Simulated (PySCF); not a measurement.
**Two-photon absorption: SMILES C(C(=C=CC#C)C(F)(F)F)#C, C$_{8}$H$_{3}$F$_{3}$**

Molfile (atoms numbered from 1):
```
C8H3F3
     RDKit          3D

 14 13  0  0  0  0  0  0  0  0999 V2000
    3.4903   -0.9987    1.0439 C   0  0  0  0  0  0  0  0  0  0  0  0
    2.5399   -0.9896    0.2913 C   0  0  0  0  0  0  0  0  0  0  0  0
    1.4431   -0.9993   -0.6155 C   0  0  0  0  0  0  0  0  0  0  0  0
    0.3077   -0.3716   -0.4108 C   0  0  0  0  0  0  0  0  0  0  0  0
   -0.8319    0.2591   -0.2146 C   0  0  0  0  0  0  0  0  0  0  0  0
   -1.0642    1.6000   -0.6414 C   0  0  0  0  0  0  0  0  0  0  0  0
   -1.2912    2.7363   -0.9952 C   0  0  0  0  0  0  0  0  0  0  0  0
   -1.9753   -0.4427    0.4986 C   0  0  0  0  0  0  0  0  0  0  0  0
   -1.6487   -1.6857    0.8355 F   0  0  0  0  0  0  0  0  0  0  0  0
   -3.0543   -0.4943   -0.2797 F   0  0  0  0  0  0  0  0  0  0  0  0
   -2.3109    0.2140    1.6077 F   0  0  0  0  0  0  0  0  0  0  0  0
    4.3273   -1.0011    1.7178 H   0  0  0  0  0  0  0  0  0  0  0  0
    1.5569   -1.5733   -1.5469 H   0  0  0  0  0  0  0  0  0  0  0  0
   -1.4905    3.7439   -1.3109 H   0  0  0  0  0  0  0  0  0  0  0  0
  1  2  3  0
  2  3  1  0
  3  4  2  0
  4  5  2  0
  5  6  1  0
  6  7  3  0
  5  8  1  0
  8  9  1  0
  8 10  1  0
  8 11  1  0
  1 12  1  0
  3 13  1  0
  7 14  1  0
M  END
```

Method: TDDFT CAM-B3LYP/aug-cc-pVDZ excited states, vertical, gas phase (PySCF). Geometry: PBE0-D3(BJ)/def2-SVP.

Problem. How strongly do the lowest singlets absorb one photon, and two photons of half the energy?

Solution. δ for parallel linear polarisation; σ at the peak of a Lorentzian of half width 0.1 eV, single beam; Ω is circular over linear.
| state | E (eV) | f | photon λ (nm) | δ (au) | σ (GM) | Ω | main |
| --- | --- | --- | --- | --- | --- | --- | --- |
| S1 | 4.90 | 0.000 | 506 | <0.1 | 0.00 | – | HOMO→LUMO+1 0.73, HOMO−1→LUMO 0.17 |
| S2 | 5.08 | 0.000 | 488 | 0.43 | 0.00 | 1.36 | HOMO−1→LUMO 0.72, HOMO→LUMO+1 0.17 |
| S3 | 5.43 | 0.001 | 456 | 0.18 | 0.00 | 1.16 | HOMO−2→LUMO 0.82, HOMO−3→LUMO 0.09 |
| S4 | 5.56 | 0.648 | 446 | 7.35 | 0.08 | 1.45 | HOMO→LUMO 0.61, HOMO−1→LUMO+1 0.19 |
| S5 | 5.63 | 0.055 | 440 | 73.7 | 0.86 | 0.75 | HOMO−1→LUMO+1 0.58, HOMO→LUMO 0.19 |
| S6 | 5.66 | 0.007 | 438 | 0.26 | 0.00 | 1.33 | HOMO−3→LUMO+1 0.71, HOMO−2→LUMO+1 0.14 |

Among these, the strongest one-photon state is S4, the strongest two-photon state S5, with a dipole change of 1.4 D (relaxed, norm of the difference vector).
